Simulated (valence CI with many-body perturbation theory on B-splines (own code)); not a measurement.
## E1 line list for B

Calculated by relativistic CI+MBPT: three valence electrons over a frozen Dirac-Fock core [He], radial functions for each j: 11 s, 11 p, 10 d, 8 f, 5 g, 2 h, with the one-electron correlation potential Σ1 (screened to all orders), the two-electron term Σ2, the three-electron term Σ3, Breit, model QED; selected single and double excitations, second order for the rest, scaled by the run's own slope (own B-spline code, finite nucleus).

Set against measurement, 16 paired levels are off by 44 cm⁻¹ on average, the worst by 65. These come from a selection out of the NIST Handbook of Basic Atomic Spectroscopic Data. Levels without a partner in it may be off by more.

Lines 1 to 50 of 200 in falling wavelength, among levels below 64291 cm⁻¹, chosen from the strongest by gf and those to the six lowest levels. Wavelengths and rates use the calculated energies, so an error of 40 cm⁻¹ moves a line at 35920 Å by 1.4 % and its rate by three times that or more. Electric multipoles are in the length gauge, E1 and E2 with the static RPA response of the core. Weak lines are less certain than strong ones. Lines between different terms over intervals too small for the method are left out, as are lines whose strength nearly cancels. The highest levels of a list are the least certain.

Names give the largest LS component (configuration and term), which can be under half, so a name can repeat, a term be missing and a line seem to break the LS rules; names also repeat where a configuration has a term twice.

```csv
λ vac (Å),λ from measured levels,Upper,Lower,A (s⁻¹),log gf,Branch %
45130,,2s2 4d 2D_3/2,2s2 4p 2P°_3/2,4.14e+05,-0.30,0.4
45120,,2s2 4d 2D_5/2,2s2 4p 2P°_3/2,2.48e+06,0.66,2.4
45110,,2s2 4d 2D_3/2,2s2 4p 2P°_1/2,2.07e+06,0.40,2.0
43990,,2s2 7s 2S_1/2,2s2 5p 2P°_3/2,3.33e+04,-1.71,0.0
43980,,2s2 7s 2S_1/2,2s2 5p 2P°_1/2,1.67e+04,-2.01,0.0
42330,,2s2 5s 2S_1/2,2s2 4p 2P°_3/2,2.47e+06,0.12,3.0
42310,,2s2 5s 2S_1/2,2s2 4p 2P°_1/2,1.23e+06,-0.18,1.5
41480,,2s2 6d 2D_3/2,2s2 5p 2P°_3/2,1.12e+04,-1.94,0.0
41480,,2s2 6d 2D_5/2,2s2 5p 2P°_3/2,6.70e+04,-0.98,0.2
41470,,2s2 6d 2D_3/2,2s2 5p 2P°_1/2,5.59e+04,-1.24,0.2
40950,,2s2 5d 2D_3/2,2s2 4f 2F°_5/2,6.38e+04,-1.19,0.1
40950,,2s2 5d 2D_5/2,2s2 4f 2F°_7/2,6.07e+04,-1.04,0.1
40950,,2s2 5d 2D_5/2,2s2 4f 2F°_5/2,3.04e+03,-2.34,0.0
40180,,2s2 5g 2G_9/2,2s2 4f 2F°_7/2,4.29e+06,1.02,100.0
40180,,2s2 5g 2G_7/2,2s2 4f 2F°_7/2,1.53e+05,-0.53,3.6
40180,,2s2 5g 2G_7/2,2s2 4f 2F°_5/2,4.14e+06,0.90,96.4
39590,,2s2 5f 2F°_7/2,2s2 4d 2D_5/2,2.56e+06,0.68,32.6
39590,,2s2 5f 2F°_5/2,2s2 4d 2D_5/2,1.71e+05,-0.62,2.2
39590,,2s2 5f 2F°_5/2,2s2 4d 2D_3/2,2.39e+06,0.53,30.4
35920,36020,2s2 4p 2P°_1/2,2s2 4s 2S_1/2,2.66e+06,0.01,57.9
35910,36010,2s2 4p 2P°_3/2,2s2 4s 2S_1/2,2.66e+06,0.31,57.9
34520,,2s 2p2 2S_1/2,2s2 5p 2P°_3/2,3.29e+05,-0.93,0.1
34510,,2s 2p2 2S_1/2,2s2 5p 2P°_1/2,1.65e+05,-1.23,0.1
33390,33130,2s2 4p 2P°_1/2,2s2 3d 2D_3/2,1.73e+06,-0.24,37.7
33380,33120,2s2 4p 2P°_3/2,2s2 3d 2D_3/2,1.74e+05,-0.94,3.8
33380,33120,2s2 4p 2P°_3/2,2s2 3d 2D_5/2,1.56e+06,0.02,33.9
32090,,2s2 6p 2P°_1/2,2s2 5s 2S_1/2,9.98e+04,-1.51,7.3
32080,,2s2 6p 2P°_3/2,2s2 5s 2S_1/2,1.00e+05,-1.21,7.4
30650,,2s2 6p 2P°_1/2,2s2 4d 2D_3/2,2.69e+05,-1.12,19.8
30640,,2s2 6p 2P°_3/2,2s2 4d 2D_5/2,2.42e+05,-0.86,17.8
30640,,2s2 6p 2P°_3/2,2s2 4d 2D_3/2,2.69e+04,-1.82,2.0
26310,,2s2 6d 2D_3/2,2s2 4f 2F°_5/2,2.62e+04,-1.96,0.1
26310,,2s2 6d 2D_5/2,2s2 4f 2F°_7/2,2.49e+04,-1.81,0.1
26310,,2s2 6d 2D_5/2,2s2 4f 2F°_5/2,1.25e+03,-3.11,0.0
26100,,2s2 6g 2G_9/2,2s2 4f 2F°_7/2,1.39e+06,0.15,55.8
26100,,2s2 6g 2G_7/2,2s2 4f 2F°_7/2,4.97e+04,-1.39,2.0
26100,,2s2 6g 2G_7/2,2s2 4f 2F°_5/2,1.34e+06,0.04,53.8
25840,,2s2 6f 2F°_7/2,2s2 4d 2D_5/2,1.30e+06,0.02,28.3
25840,,2s2 6f 2F°_5/2,2s2 4d 2D_5/2,8.64e+04,-1.28,1.9
25840,,2s2 6f 2F°_5/2,2s2 4d 2D_3/2,1.21e+06,-0.14,26.5
24020,,2s2 7p 2P°_1/2,2s2 5s 2S_1/2,1.00e+05,-1.76,9.1
24020,,2s2 7p 2P°_3/2,2s2 5s 2S_1/2,1.00e+05,-1.46,9.1
23200,,2s2 7p 2P°_1/2,2s2 4d 2D_3/2,1.34e+05,-1.66,12.1
23200,,2s2 7p 2P°_3/2,2s2 4d 2D_5/2,1.21e+05,-1.41,10.9
23200,,2s2 7p 2P°_3/2,2s2 4d 2D_3/2,1.34e+04,-2.36,1.2
21270,,2s2 5d 2D_3/2,2s2 4p 2P°_3/2,1.59e+04,-2.36,0.0
21270,,2s2 5d 2D_5/2,2s2 4p 2P°_3/2,9.57e+04,-1.41,0.2
21260,,2s2 5d 2D_3/2,2s2 4p 2P°_1/2,7.98e+04,-1.66,0.1
21170,,2s2 6s 2S_1/2,2s2 4p 2P°_3/2,7.00e+05,-1.03,0.7
21160,,2s2 6s 2S_1/2,2s2 4p 2P°_1/2,3.50e+05,-1.33,0.4
```
